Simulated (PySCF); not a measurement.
The group X on allyl-X is varied. Gas-phase values, no solvent. One relaxed conformer stands for each flexible species; it need not be the lowest. Strings in code marks are SMILES.

Method: B3LYP-D3(BJ)/def2-TZVP in PySCF. B3LYP has the VWN-RPA correlation part, as in Gaussian. Delta-SCF ions had no search for a lower state. Excitations are Tamm–Dancoff values on a coarser integration grid. The basis has no diffuse functions, so Rydberg states are missing or too high.

A: X = selanyl (`C=CC[SeH]` (C–C–C–Se torsion -115°, C–C–Se–H torsion 57°))
B: X = germyl
C: X = boryl
D: X = fluoro
E: X = fluoromethyl (`FCCC=C` (C–C–C–C torsion 116°, C–C–C–F torsion 176°))

Question: Which member has the highest brightest of the four lowest singlets (TDA)?

Answer: D (7.96 eV); next is E (7.62 eV).
